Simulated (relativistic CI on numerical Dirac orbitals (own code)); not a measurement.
## Energy levels of Os²³⁺

Computed by Dirac-Coulomb-Breit CI, separate exchange-only KLI orbitals for each configuration, a model potential for QED, unscaled Slater integrals (own radial code, finite nucleus).

Configurations in the expansion (outside the closed core [Ar] 3d10): 4s2 4p6 4d10 4f7, 4s2 4p6 4d10 4f6 5s, 4s2 4p6 4d10 4f5 5s2, 4s2 4p6 4d10 4f6 5p, 4s2 4p6 4d9 4f8, 4s2 4p5 4d10 4f8, 4s2 4p6 4d10 4f6 6s, 4s 4p6 4d10 4f8, 4p6 4d10 4f9. Levels of other configurations are missing.

The lowest level is 4s2 4p6 4d10 4f7 8S°_7/2, with 85 % of that term; Hund's rules for 4s2 4p6 4d10 4f7 give 8S° with J = 7/2, in agreement.

```
No.     Configuration  Term     J  E (cm⁻¹)   %  Landé g  Lifetime (s)
  1  4s2 4p6 4d10 4f7   8S°   7/2       0.0  85    1.951              
  2  4s2 4p6 4d10 4f7   6P°   7/2   64204.1  26    1.459      8.01e-04
  3  4s2 4p6 4d10 4f7   6P°   5/2   72057.8  54    1.708      7.49e-04
  4  4s2 4p6 4d10 4f7   6I°   7/2   75978.8  57    0.681      4.23e-03
  5  4s2 4p6 4d10 4f7   6P°   3/2   77574.8  68    2.200      1.28e-01
  6  4s2 4p6 4d10 4f7   6I°   9/2   80077.8  65    0.922      2.06e-02
  7  4s2 4p6 4d10 4f7   6I°  17/2   81586.6  78    1.260              
  8  4s2 4p6 4d10 4f7   6I°  11/2   84203.5  79    1.048      1.75e-01
  9  4s2 4p6 4d10 4f7   6I°  13/2   85958.9  83    1.152      2.11e+00
 10  4s2 4p6 4d10 4f7   6I°  15/2   86030.6  85    1.220      2.42e-01
 11  4s2 4p6 4d10 4f7   6D°   9/2   90252.9  60    1.414      4.06e-03
 12  4s2 4p6 4d10 4f7   6D°   7/2   97812.2  44    1.500      1.49e-03
 13  4s2 4p6 4d10 4f7   6D°   1/2  101501.5  93    3.190      2.56e-03
 14  4s2 4p6 4d10 4f7   6D°   5/2  103214.4  42    1.619      1.21e-03
 15  4s2 4p6 4d10 4f7   6D°   3/2  103449.6  64    1.883      2.77e-03
 16  4s2 4p6 4d10 4f7   6I°   7/2  104617.2  19    1.079      7.26e-04
 17  4s2 4p6 4d10 4f7   4F°   5/2  108399.9  21    0.990      1.22e-03
 18  4s2 4p6 4d10 4f7   6G°  11/2  112269.2  37    1.323      5.80e-03
 19  4s2 4p6 4d10 4f7   6G°   9/2  114811.8  37    1.288      7.16e-03
 20  4s2 4p6 4d10 4f7   4N°  17/2  116055.9  35    0.976      3.22e-03
 21  4s2 4p6 4d10 4f7   6G°   3/2  116475.3  37    0.567      2.31e-03
 22  4s2 4p6 4d10 4f7   6G°  13/2  120878.3  46    1.247      3.90e-03
 23  4s2 4p6 4d10 4f7   4G°   9/2  122125.4  27    1.165      1.18e-03
 24  4s2 4p6 4d10 4f7   6G°   7/2  122790.2  39    1.159      1.24e-03
 25  4s2 4p6 4d10 4f7   4G°  11/2  124316.5  27    1.176      3.59e-03
 26  4s2 4p6 4d10 4f7   6G°  13/2  124883.1  21    1.168      5.72e-03
 27  4s2 4p6 4d10 4f7   4D°   1/2  126200.8  49   -0.271      3.68e-03
 28  4s2 4p6 4d10 4f7   4N°  19/2  127790.6  56    1.025      1.40e-02
 29  4s2 4p6 4d10 4f7   4N°  23/2  128732.5  73    1.098              
 30  4s2 4p6 4d10 4f7   6F°   7/2  129595.3  25    1.130      4.74e-03
 31  4s2 4p6 4d10 4f7   4L°  13/2  131224.3  38    0.998      3.05e-03
 32  4s2 4p6 4d10 4f7   6G°   5/2  131775.2  31    0.925      1.98e-03
 33  4s2 4p6 4d10 4f7   4L°  15/2  132760.2  52    1.015      1.83e-03
 34  4s2 4p6 4d10 4f7   4N°  21/2  133235.0  83    1.056      1.45e-01
 35  4s2 4p6 4d10 4f7   6G°   3/2  135493.7  37    0.682      2.17e-03
 36  4s2 4p6 4d10 4f7   4H°   7/2  135904.0  39    0.982      6.01e-04
 37  4s2 4p6 4d10 4f7   4K°  11/2  136163.3  39    0.989      2.17e-03
 38  4s2 4p6 4d10 4f7   6F°   5/2  136226.7  23    1.049      1.14e-03
 39  4s2 4p6 4d10 4f7   4N°  17/2  136391.0  38    1.015      1.65e-03
 40  4s2 4p6 4d10 4f7   6H°  15/2  136456.6  42    1.211      4.25e-03
 41  4s2 4p6 4d10 4f7   6G°   9/2  137583.1  34    1.170      5.12e-03
 42  4s2 4p6 4d10 4f7   4G°  11/2  138620.3  36    1.174      1.20e-03
 43  4s2 4p6 4d10 4f7   6H°   9/2  138969.6  29    1.098      2.02e-03
 44  4s2 4p6 4d10 4f7   4F°   5/2  139018.4  24    0.911      1.25e-03
 45  4s2 4p6 4d10 4f7   6F°   3/2  141959.9  40    1.002      1.44e-03
```

Energies count from the lowest computed level; ° marks odd parity; lifetimes are radiative, by E1, M1, E2, M2 decay to levels of this space only; some are left blank where a channel outside the calculation adds to the decay or the decay crosses a small, uncertain gap.

The mean weight of the leading LS term, summed over parents, in these 45 levels is 47 %, and that of the leading jj configuration (from the same eigenvectors) 50 %.

At this charge energies of transitions that change n are usually good to better than 1 %, and those within a shell (Δn = 0) to a few per cent. Terms inside the open d or f shell come out 10 to 20 % too wide with unscaled integrals.

LS names give the leading component of a level, which can be under half, so a name can repeat, a term be missing and a line seem to break the LS rules.
